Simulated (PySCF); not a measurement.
A structure optimised at PBE-D3(BJ)/def2-SVP, used in a PySCF frequency run:

```xyz
7

W     -0.1752    -0.0367     0.0000
N     -0.4470    -1.7394     0.0000
H     -0.6091    -2.7482     0.0000
F     -0.1440     0.4176    -1.8269
F     -1.8761     0.7784     0.0000
F     -0.1440     0.4176     1.8269
Cl     2.1285     0.1833     0.0000
```
Charge 0, spin multiplicity 1.

Task: Write its SMILES, formula and point group.

Result: [NH]=[W]([F])([F])([F])[Cl], ClF₃HNW, Cs

Task: What are its rotational constants (standard atomic weights)?

Result: 2.5744, 1.6487, 1.3890 GHz
